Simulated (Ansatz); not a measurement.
Calculated with Ansatz (gas phase, PBE0-D4/def2-TZVP geometries, no zero-point term in ΔE). CCSD(T)/CBS is the MP2 limit (def2-TZVPP, def2-QZVPP) plus CCSD(T) − MP2 in def2-TZVPP, frozen cores. DFT in def2-TZVPP. B3LYP here is the variant with VWN-RPA as its local correlation; programs differ in this. def2 core potentials past Kr. For Br, Ga, In outer-core shells are correlated without core-valence functions, which leaves a few kJ/mol of doubt a bond. Scalar relativity is left out up to krypton. One conformer a species, not always the lowest.

Reaction (ligand exchange at the Si–O bond): `[SiH3][O][GaH][Br]` + `[CH3][In]([NH2])[OH]` → `[CH3][In]([NH2])[O][SiH3]` + `[OH][GaH][Br]`

`[SiH3][O][GaH][Br]`:

Z-matrix (Å, degrees):
```
Si
O 1 1.640
H 1 1.488 2 111.0
H 1 1.488 2 111.0 3 120.8
H 1 1.485 2 108.0 3 -119.6
Ga 2 1.768 1 137.3 3 -59.5
Br 6 2.282 2 114.8 1 0.0
H 6 1.543 2 121.4 1 180.0
```

`[CH3][In]([NH2])[OH]`:

Cartesian coordinates in Å:
```
C 1.081 -0.707 1.415
In 0.004 0.246 -0.155
N -1.721 -0.279 -1.069
O 0.662 2.028 -0.768
H 1.760 0.014 1.868
H 0.393 -1.087 2.170
H 1.658 -1.541 1.016
H -1.944 0.142 -1.958
H -2.003 -1.247 -1.077
H 0.109 2.431 -1.440
```

`[CH3][In]([NH2])[O][SiH3]`:

Z-matrix (Å, degrees):
```
C
In 1 2.121
H 1 1.089 2 111.4
H 1 1.090 2 108.6 3 -120.9
H 1 1.090 2 109.0 3 120.9
N 2 2.006 1 137.1 3 -0.6
O 2 2.004 1 114.6 3 172.0
H 6 1.008 2 120.4 1 -28.7
H 6 1.010 2 116.9 1 -166.8
Si 7 1.617 2 136.8 1 179.1
H 10 1.492 7 111.6 2 110.5
H 10 1.491 7 111.0 2 -129.2
H 10 1.499 7 112.0 2 -9.5
```

`[OH][GaH][Br]`:

Z-matrix (Å, degrees):
```
Ga
O 1 1.773
Br 1 2.291 2 115.4
H 1 1.543 2 121.9 3 180.0
H 2 0.960 1 113.6 3 -0.0
```

Problem. Is it downhill or uphill in electronic energy at CCSD(T)/CBS, and by how much? (Best estimate.)

Solution. Computed: Downhill: ΔE = -13.7 kJ/mol.

Problem. What do these levels give: BLYP-D4, CAM-B3LYP-D4, B3LYP, CCSD/def2-TZVPP, SCS-MP2/def2-QZVPP, CCSD/CBS(def2)? (An estimate is asked.)

Solution. Computed: BLYP-D4 -11.8, CAM-B3LYP-D4 -12.8, B3LYP -13.0, CCSD/def2-TZVPP -13.1, SCS-MP2/def2-QZVPP -13.2, CCSD/CBS(def2) -13.3 kJ/mol.

Largest T1 diagnostic among the species: 0.015.

Leaving LDA and LC-ωPBE aside and taking each functional with its dispersion term where it has one, the values, not all of them listed here, spread over 5.3 kJ/mol, from B97M-V to BLYP-D4. At CCSD(T), def2-SVP lies −4.1 kJ/mol from the extrapolated value and def2-TZVPP +0.2 kJ/mol.
